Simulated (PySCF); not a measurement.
Exercise with solution: oscillator strength and radiative lifetime

C2H7FSi2, SMILES F[SiH2]/C=C\[SiH3].

Geometry: B3LYP-D3(BJ)/def2-SVP. The structure was generated by enumeration; whether it is a known compound was not checked. The values are those of a single conformer.

TDA-ωB97X/def2-SVPD in PySCF puts the first singlet state with f over 0.02 at 6.93 eV (vertical), with the transition dipole (-0.396, -1.804, 0.000) in atomic units.

Q: Find the oscillator strength, the wavelength and the radiative lifetime that this transition would have in vacuum if emission retraced absorption.

A: 
|μ|² = 3.4112 au, so |μ| = 4.69 D. ΔE = 6.93/27.211 = 0.2547 hartree. f = (2/3) ΔE |μ|² = 0.579 (the program prints 0.579).
λ = 1239.84/6.93 = 179 nm; ν = 55894 cm⁻¹.
Einstein's coefficient A = 0.6670 ν² f s⁻¹ (ν in cm⁻¹) = 1.2e9 s⁻¹, so τ = 1/A = 0.83 ns. This state is S2; the lower singlet has f = 0.006. The figure is the radiative limit of this one transition; relaxation, internal conversion, crossing to triplets and a medium change what is measured.
